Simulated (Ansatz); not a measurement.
Compare A (`CC1(C)CCCC1`) with its isomer B (`C[C@@H]1CCC[C@@H]1C`).

Gas-phase electronic energies from Ansatz, PBE0-D4/def2-TZVP geometries. CBS: MP2 limit from def2 TZ/QZ plus the TZ coupled-cluster correction, frozen cores. Functionals use def2-TZVPP. B3LYP here is the variant with VWN-RPA as its local correlation; programs differ in this.

Task: Which isomer does CCSD(T)/CBS put lower? Give the gap. (An estimate is asked.)

Result: The calculation gave: A, by 6.4 kJ/mol.

Task: Give E(B) − E(A) in kJ/mol with CCSD(T)/def2-TZVPP, HF/def2-TZVPP, ωB97M-V, CCSD/def2-TZVPP, PBE-D4, MP2/def2-TZVPP, B3LYP. (Best estimate.)

Result: The calculation gave: CCSD(T)/def2-TZVPP 6.7, HF/def2-TZVPP 3.3, ωB97M-V 6.0, CCSD/def2-TZVPP 6.0, PBE-D4 4.6, MP2/def2-TZVPP 8.0, B3LYP 3.5. None reverses the order clearly.

Largest T1 diagnostic: 0.009.

Leaving LDA and LC-ωPBE aside and taking each functional with its dispersion term where it has one, the values, not all of them listed here, spread over 1.5 kJ/mol, from HSE06-D4 to B97M-V. In def2-TZVPP, CCSD(T) changes the Hartree–Fock value by +3.3 kJ/mol (the triples alone add +0.6 kJ/mol) and MP2 by +4.7 kJ/mol.
